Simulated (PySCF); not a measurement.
**Mo(OH)₂, singlet: molecular constants**

Method: PBE0 in PySCF with Mo def2-TZVP with ECP28, O def2-TZVP, H def2-TZVP; scalar-relativistic core potentials, no spin–orbit coupling; density-fitted integrals.

The structure is a minimum.

| Quantity | Value |
| --- | --- |
| Point group | C2v |
| Bond lengths | Mo–O 1.819 Å (×2), O–H 0.957 Å (×2) |
| Bond angles | H–O–Mo 150.0° (×2), O–Mo–O 154.7° |
| Dipole moment | 2.04 D |
| Enthalpy at 298.15 K above 0 K | 14.42 kJ/mol |
| Entropy at 298.15 K and 1 bar | 284.5 J/(mol K) |
| Rotational symmetry number | 2 |
| Zero-point energy | 69.3 kJ/mol |
| Highest occupied level | -5.16 eV |
| Heat capacity Cp at 298.15 K | 67.3 J/(mol K) |
| Rotational constants | 3.009, 0.1489, 0.1419 cm⁻¹ |
| Principal quadrupole moments (Buckingham, traceless) about the centre of mass | -7.37, -1.81, 9.18 D Å |
| Atomisation energy without zero-point energy | 1473 kJ/mol |
| Lowest empty level | -2.83 eV |
| Principal polarisabilities | 63.1, 64.5, 66.1 bohr³ |

Harmonic modes (masses in u: Mo 97.905, O 15.995, H 1.008):
| symmetry | ω (cm⁻¹) | IR (km/mol) |
| --- | --- | --- |
| a1 | 118 | 15.6 |
| a2 | 476 | 0.0 |
| b1 | 496 | 114 |
| b2 | 524 | 145 |
| a1 | 586 | 25.6 |
| a1 | 764 | 20.9 |
| b2 | 786 | 174 |
| b2 | 3918 | 393 |
| a1 | 3924 | 125 |

In C2v the vibrations span 4a1 + a2 + b1 + 3b2. Here b1 is antisymmetric to the molecular plane and b2 lies in it. The a2 mode carries no infrared intensity, as symmetry demands.

Charges (e):
```tsv
atom	Mulliken	Löwdin	polar tensor	Mayer order to Mo1
Mo1	0.70	0.29	0.70	–
O2,3	-0.71	-0.32	-0.67	1.12
H4,5	0.36	0.17	0.32	0.00
```
Other Mayer orders above 0.3: O–H 0.87 (×2).

Mulliken populations on Mo1 (electrons outside its core potential): s 3.18, p 6.12, d 3.97, f 0.04.

Outer orbital energies (eV). occupied: -16.10, -13.92, -11.11, -10.99, -10.18, -10.05, -5.84, -5.16; empty: -2.83, -1.58, -1.24, 0.13.

This need not be the most stable arrangement of these atoms. At this level a quintet minimum of C2 symmetry lies 154 kJ/mol below this structure. At the minimum of this search the closed-shell solution is unstable towards spin polarisation, so a lower open-shell solution exists.

The final relaxation and frequency run took 33 s on 4 threads of a shared Arm Neoverse V1 host, with 114 basis functions and 14 gradients; the process peaked at 1.6 GiB. Launch command: `OMP_NUM_THREADS=4 python axn.py task.json out`.
